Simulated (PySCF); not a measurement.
Compound: C5H11NSi.
InChI=1S/C5H11NSi/c1-3-4-5-6(2)7/h5H2,1-2,7H3

Method: PySCF, TDDFT CAM-B3LYP/def2-SVPD, vertical, gas phase, core orbitals frozen in the response. Isolated species at its PBE0-D3(BJ)/def2-SVP geometry (one conformer only). Torsions of this conformer, `[CH3:1][C:2]#[C:3][CH2:4][N:5]([CH3:6])[SiH3:7]`: C3–C4–N5–C6 69°.

Orbital energies (eV): HOMO-3 -10.93, HOMO-2 -8.87, HOMO-1 -8.64, HOMO -7.89, LUMO 1.08, LUMO+1 1.55, LUMO+2 1.63.

Among the lowest singlets, which states do these configurations lead, and at what energies: HOMO→LUMO, HOMO-1→LUMO?

```tsv
state	leading configuration	weight	Δε (eV)	E (eV)	E − Δε (eV)	f	other configurations
S1	HOMO→LUMO	0.64	8.98	5.92	-3.06	0.0021	H→L+1 (31%)
S6	HOMO-1→LUMO	0.70	9.72	6.83	-2.89	0.0071	H-1→L+1 (10%)
```

E − Δε runs from -3.06 to -2.89 eV. Among themselves, these states come in the order of their orbital differences. Δε is the difference of the two orbital energies.

H and L stand for HOMO and LUMO. The other states: S2 6.34 eV, f 0.0002, H-1→L+5 (30%), H-1→L+1 (18%), H-1→L+7 (15%); S3 6.64 eV, f 0.019, H→L+1 (22%), H→L+2 (19%), H→L (17%); S4 6.70 eV, f 0.015, H-2→L+5 (15%); S5 6.74 eV, f 0.013, H→L+2 (21%), H→L+3 (20%), H→L+6 (8%); S7 6.89 eV, f 0.0011, H→L+3 (29%), H→L+8 (11%); S8 6.99 eV, f 0.0089, H-2→L (50%), H→L+3 (14%); S9 7.21 eV, f 0.061, H→L+6 (28%), H→L+5 (20%), H-2→L (12%); S10 7.23 eV, f 0.0003, H→L+4 (57%), H→L+5 (14%), H→L+2 (9%).

Triplets, Tamm–Dancoff:

```json
{"state": "T1", "E (eV)": "5.33", "λ (nm)": "232.6", "main configurations (H = HOMO, L = LUMO)": "H-2→L+5 (18%), H-2→L+7 (9%)"}
{"state": "T2", "E (eV)": "5.70", "λ (nm)": "217.5", "main configurations (H = HOMO, L = LUMO)": "H→L (39%), H→L+1 (32%)"}
{"state": "T3", "E (eV)": "5.79", "λ (nm)": "214.1", "main configurations (H = HOMO, L = LUMO)": "H-1→L+5 (28%), H-1→L+1 (12%), H-1→L+7 (10%)"}
{"state": "T4", "E (eV)": "5.87", "λ (nm)": "211.3", "main configurations (H = HOMO, L = LUMO)": "H-2→L+5 (14%), H-2→L+1 (9%), H→L (8%)"}
```

Summed over the main configurations (up to three a state, each over 8%) of all 10 singlets, the electron leaves HOMO with weight 3.85, HOMO-1 with weight 1.43 and HOMO-2 with weight 0.77.

The vertical ionisation energy (ΔSCF) is 8.44 eV, 1.21 eV above S10.
